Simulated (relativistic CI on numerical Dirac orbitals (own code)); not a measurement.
## What each ingredient does to the levels of Ag¹⁴⁺

Base calculation: Dirac-Coulomb-Breit CI, orbitals from a KLI potential per configuration, model QED (radiative potential, 1s self-energy scaled to tabulated hydrogen-like ionisation energies), unscaled Slater integrals.

Configuration list (outside the closed core [Ar] 3d10): 4s²4p³, 4s4p⁴, 4p⁵, 4s²4p²4d, 4s4p³4d, 4s²4p²4f, 4s4p³4f, 4p⁴4d, 4s4p²4d², 4s²4p²5s, 4s²4p4d4f, 4s²4p²5p, 4p⁴4f, 4p⁴5s, 4s4p³5s, 4s4p²4d5s, 4s²4p²5d, 4s4p³5p, 4s²4p4f5s, 4p³4d4f, 4s²4p²5f, 4s²4p²6s, 4s²4p²5g, 4s4p³5d, 4s4p²4f², 4s²4p²6p, 4s4p²5s², 4s²4p4d², 4s²4d³, 4s4p4d³, 4s²4d²4f, 4s4p4d²4f, 4s²4d²5s, 4p³4d², 4p²4d³, 4p²4d²4f, 4p²4d²5s, 4s²4p4f², 4s²4d4f², 4s4p4d4f², 4s²4f³, 4s4p4f³, 4s²4f²5s, 4s²4p4d5s, 4s4p4d²5s, 4s²4d4f5s, 4s4p4d4f5s, 4s²4d5s², 4p³4f², 4p²4d4f², 4p²4f³, 4p²4f²5s, 4s4p²4d4f, 4s²4p5s², 4s4p4d5s², 4s²4f5s², 4s4p4f5s², 4p³4d5s, 4p²4d4f5s, 4p²4d5s², 4s4p²4f5s, 4s4p4f²5s. Double excitations out of closed p, d and f shells are left out; levels of such configurations are missing from the list, as are those of other unlisted configurations, and high levels can miss mixing partners. These lack a partner that the ground configuration has and come out too high: 4s²4p²5p, 4s²4p²5d, 4s4p³5p, 4s²4p²5f, 4s²4p²6s.

Variants: (1) valence Slater integrals scaled by 0.9; (2) one mean potential for all configurations. Shifts of the energy above 4s²4p³ ⁴S°3/2, in cm⁻¹, for the lowest level and the first level of each name with at least 55 % of one term (blank where a level changes its place among those of its configuration and J or its character, or is not in the variant):

```csv
Level,Base,Δ(1),Δ(2)
4s²4p³ ⁴S°3/2,0,0,0
4s²4p³ ²D°3/2,45399,-723,-15
4s²4p³ ²D°5/2,62009,-1503,-24
4s²4p³ ²P°1/2,88614,-3890,-9
4s²4p³ ²P°3/2,127886,-2573,-20
4s4p⁴ ⁴P5/2,325076,+5469,-9
4s4p⁴ ⁴P3/2,356773,+5357,-11
4s4p⁴ ⁴P1/2,362928,+4379,-9
4s4p⁴ ²D3/2,404402,+1986,-24
4s4p⁴ ²D5/2,417683,+2162,-24
4s²4p²4d ⁴F3/2,497018,+1384,-82
4s²4p²4d ⁴F5/2,511029,+1797,-82
4s²4p²4d ²F5/2,531096,+2398,-78
4s²4p²4d ⁴F7/2,536372,+2897,-71
4s²4p²4d ⁴D1/2,541387,+931,-62
4s²4p²4d ⁴D3/2,542717,+1104,-67
4s²4p²4d ⁴F9/2,553728,+2086,-75
4s²4p²4d ⁴P5/2,605101,-4737,-86
4s²4p²4d ²G9/2,615257,-70,-86
4s²4p²4d ²D3/2,622212,-4828,-96
4s²4p²4d ²D5/2,642390,-7356,-97
4p⁵ ²P°3/2,745364,+6921,-85
```

At this charge energies of transitions that change n are usually good to better than 1 %, and those within a shell (Δn = 0) to a few per cent.

Ionisation energy from the two ground configurations alone: base 347.701 eV; valence Slater integrals scaled by 0.9 347.473 eV. The NIST ASD value (theoretical) is 347 eV.

LS names give the leading component of a level, which can be under half, so a name can repeat, a term be missing and a line seem to break the LS rules.
